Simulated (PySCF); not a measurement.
Estimate the missing entries of this data sheet.

Compound: C4H11FO2Si.
Geometry (GFN2-xTB, Å), atoms numbered from 1 in this order:
```
atom  x, y, z in Å
C1    -3.2481   -0.3779   -0.1299
C2    -1.7873   -0.8034   -0.0680
C3    -0.8567    0.3191   -0.5137
O4     0.4775   -0.1202   -0.4530
Si5    1.7958    0.7238   -0.0836
O6     1.5255    1.5542    1.2898
C7     3.1316   -0.6164    0.1599
F8     4.3013   -0.0121    0.5965
H9    -3.5236   -0.1010   -1.1447
H10   -3.8916   -1.1925    0.1912
H11   -3.4241    0.4777    0.5179
H12   -1.5226   -1.0856    0.9522
H13   -1.6193   -1.6701   -0.7094
H14   -1.0769    0.6104   -1.5475
H15   -0.9894    1.1955    0.1272
H16    2.1932    1.6628   -1.1329
H17    2.2446    1.9424    1.7814
H18    3.3878   -1.1405   -0.7604
H19    2.8726   -1.3571    0.9196
```

```tsv
property	level	value
point group of the GFN2-xTB geometry	GFN2-xTB	?
rotational constants A, B, C of the GFN2-xTB geometry	GFN2-xTB	4.344, 0.645, 0.604 GHz
dipole moment	PBE0/pcSseg-1	?
HOMO energy	PBE0/pcSseg-1	-7.95 eV
LUMO energy	PBE0/pcSseg-1	0.94 eV
13C chemical shifts (computed TMS as zero) by class	GIAO PBE0/pcSseg-1	?
1H chemical shifts (computed TMS as zero) by class	GIAO PBE0/pcSseg-1	5.21 (H16), 4.65 (H19), 4.54 (H18), 4.08 (H15), 3.91 (H14), 2.08 (H17), 1.77 (H13), 1.71 (H12), 0.93 (H9/H10/H11) ppm
isotropic shieldings of nuclei other than C and H, by class	GIAO PBE0/pcSseg-1	?
```

The electronic properties come from PySCF, for the isolated species, density fitting. One conformer (not necessarily the lowest) at the GFN2-xTB geometry, without solvent or vibrations. NMR classes are plain means over equivalent atoms (diastereotopic ones count apart unless rotation or inversion swaps them), as if these changed places fast; in this geometry the members of some classes differ.

Question: Give the isotropic shieldings of nuclei other than C and H, by class.

Answer: 286 (O4), 301 (O6), 491 (F8), 386 (Si5) ppm.

Question: What is the point group of the GFN2-xTB geometry?

Answer: C1.

Question: Give the dipole moment.

Answer: 1.38 D.

Question: Give the 13C chemical shifts (computed TMS as zero) by class.

Answer: 81.5 (C7), 67.8 (C3), 30.4 (C2), 11.0 (C1) ppm.

The rotational constants make it an asymmetric top with κ = (2B − A − C)/(A − C) = -0.98, nearer the prolate limit (−1). With B = h/(8π²I), that is 505.379 GHz u Å² over I, the principal moments of inertia are 116.3, 784.0 and 836.6 u Å² (most abundant isotopes). The dipole matches unit charges of opposite sign 0.29 Å apart (1 e·Å = 4.8032 D).
